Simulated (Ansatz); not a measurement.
Job for Ansatz (a first-principles code): R-CCSD(T)/cc-pV(Q+d)Z on ClH2NSi (SMILES N[Si]Cl), a point of a torsion scan. Files ending in .json are basis or fitting sets from the Basis Set Exchange.

Ansatz 0.2 input:
```yaml
crystal:
  periodic: [false, false, false]
  atoms:
    - {symbol: N, position_ang: [-0.63620839, 0.00191875, -0.06489048]}
    - {symbol: Si, position_ang: [0.74317440, -0.91732746, 0.36523601]}
    - {symbol: Cl, position_ang: [2.14187159, 0.62953402, 0.37573355]}
    - {symbol: H, position_ang: [-0.75251156, 0.97759806, 0.17642354]}
    - {symbol: H, position_ang: [-1.52582434, -0.43913081, -0.23406950]}
basis:
  gaussian:
    orbitals: cc-pV_Q+d_Z.json
magnetization: {spin_polarized: false}
correlation: {method: ccsd_t, electrons: outside_noble_gas}
scf: {lower_state_search: off}
```

Program output:

```
WARN ansatz: RAYON_NUM_THREADS=1 ignored (pool sized by the plan → 1); use --threads N
Functional definition: HF
these checks for a lower state are left out or cut short: stability, starts, cluster_reference, orbital_swaps, neighbouring_geometries, increment
integrals: 1.46 GiB planned
1475 factors; integrals over basis functions are off by at most 9.6e-4 eV
mean field: 0.80 GiB planned
mean field evaluation 1: about -21879.7853 eV, gradient 3.6e1 eV
mean field evaluation 2: about -21879.8700 eV, gradient 3.6e1 eV
mean field evaluation 4: about -21882.5998 eV, gradient 2.7e0 eV
mean field evaluation 8: about -21882.6437 eV, gradient 2.4e-1 eV
mean field evaluation 16: about -21882.6442 eV, gradient 1.7e-6 eV
mean field -21882.64417570 eV, -804.1723408680 hartree, gradient 1.7e-6 eV, S^2 0.000000; 0 other end points of the search recorded, 0 dependent functions left out
11 core orbitals not correlated
reference -21882.64417570 eV, -804.1723408680 hartree; 9, 9 occupied and 223, 223 virtual orbitals, 1475 factors
second order -14.87492098 eV of doubles, -0.00000000 eV of singles
coupled cluster: 1.82 GiB planned
cycle   1  -15.20184973 eV  change   -3.3e-1 eV  update   8.3e-2
cycle   2  -15.55923556 eV  change   -3.6e-1 eV  update   2.7e-2
cycle   3  -15.63635264 eV  change   -7.7e-2 eV  update   1.4e-2
cycle   4  -15.62262917 eV  change    1.4e-2 eV  update   3.8e-3
cycle   5  -15.62187115 eV  change    7.6e-4 eV  update   1.8e-3
cycle   6  -15.62218566 eV  change   -3.1e-4 eV  update   5.8e-4
cycle   7  -15.62197727 eV  change    2.1e-4 eV  update   2.5e-4
cycle   8  -15.62202694 eV  change   -5.0e-5 eV  update   8.7e-5
cycle   9  -15.62204857 eV  change   -2.2e-5 eV  update   3.7e-5
cycle  10  -15.62202757 eV  change    2.1e-5 eV  update   1.3e-5
perturbative correction -0.72978714 eV, -0.0268191829 hartree
Total energy: -21898.99599042 eV, -804.7732589753 hartree
Checks for a lower state left out: stability, starts, cluster_reference, orbital_swaps, neighbouring_geometries, increment
```

The run converged.

Cost: about 9 core-minutes (a rough figure).
